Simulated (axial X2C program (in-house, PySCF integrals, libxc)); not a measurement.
Photoelectron levels of AgTe⁻ by EOM-IP-CCSD

Computed with an axial X2C code built on PySCF integrals: two-component X2C with atomic mean-field Coulomb and Gaunt terms, Gaussian nuclei, basis Te dyall-acv3z, Ag dyall-acv3z with contracted cores.

R = 2.561 Å (near the PBE0 minimum at charge -1 of the determinant lowest at the starting distance; the state shown can have its own minimum elsewhere).

Vertical detachment energies of AgTe⁻ to the states of AgTe:

```
Ω of AgTe  vertical detachment energy (eV)  above lowest (cm⁻¹)                  ionised spinor  one-hole weight
      3/2                            1.768                    0  83% Te pπ, 10% Ag pπ, 6% Ag dπ             0.93
      1/2                            2.181                 3327             80% Te pπ, 8% Ag pπ             0.93
      1/2                            3.440                13488            64% Te pσ, 24% Ag sσ             0.94
      1/2                            7.699                47835  72% Ag dσ, 15% Ag dπ, 7% Te sσ             0.67
```

Take the first Ω = 1/2 and Ω = 3/2 rows of π character: how far apart are they, and which lies lower?

E(3/2) − E(1/2) = 0 − 3327 = -3327 cm⁻¹ at EOM-IP-CCSD: inverted, Ω = 3/2 lower. Splittings at this level can be off by ten to twenty per cent.

This point took 15 s on 1 thread of Arm Neoverse V2 (shared host).

Reference electrons by ω block (each with its −ω partner): 1/2: 31, 3/2: 15, 5/2: 4. 18 electrons of AgTe⁻ correlated (inner shells frozen), 84 natural virtual spinors (a truncated set); levels can be off by some tenths of an eV. Roots sought by Ω: (1/2: 4, 3/2: 3, 5/2: 1); the list ends where they run out and leaves out roots under 60 % one-particle weight. The solver can skip a root, and states that need a further excitation, which the method places far too high, are missing though they may lie low or lowest. T1 of the reference 0.027 (Lee–Taylor). Number of frozen shells: Te 4 s, 3 p, 2 d; Ag 4 s, 3 p, 1 d. Large amplitudes in the reference (orbital relaxation or multireference character) lower the reliability.
